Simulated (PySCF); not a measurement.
Mo(CO)6 (C6MoO6), SMILES [O+]#[C-]->[Mo](<-[C-]#[O+])(<-[C-]#[O+])(<-[C-]#[O+])(<-[C-]#[O+])<-[C-]#[O+], multiplicity 1.

Coordinates come from a PBE0-D3(BJ)/def2-SVP optimisation. The multiplicity is an assumed one; other spin states were not compared. The isomer is the one that the SMILES or the coordinates give; other isomers of the formula were not compared. The def2 effective core potentials stand for the cores of Mo; spin–orbit coupling is left out.

Two levels are set side by side: PBE/def2-SVP (PySCF) and B3LYP/def2-SVP (PySCF). Same geometry, gas phase. Differences are taken from unrounded values.

```
quantity                     B3LYP    PBE  PBE minus B3LYP
---------------------------  -----  -----  ---------------
orbital gap (eV)              5.03   3.69            -1.34
highest occupied level (eV)  -6.94  -6.26             0.68
lowest empty level (eV)      -1.91  -2.57            -0.66
mean polarisability (bohr³)  124.5  126.7              2.2
```

PBE's occupied levels lie high since its potential decays too fast outside the molecule; exact exchange lowers them and widens the gap. Differences between two approximate levels are no errors against the true value.

Rough cost on one machine, each run with all the roots and properties that it gave: B3LYP against PBE within a factor of 2.
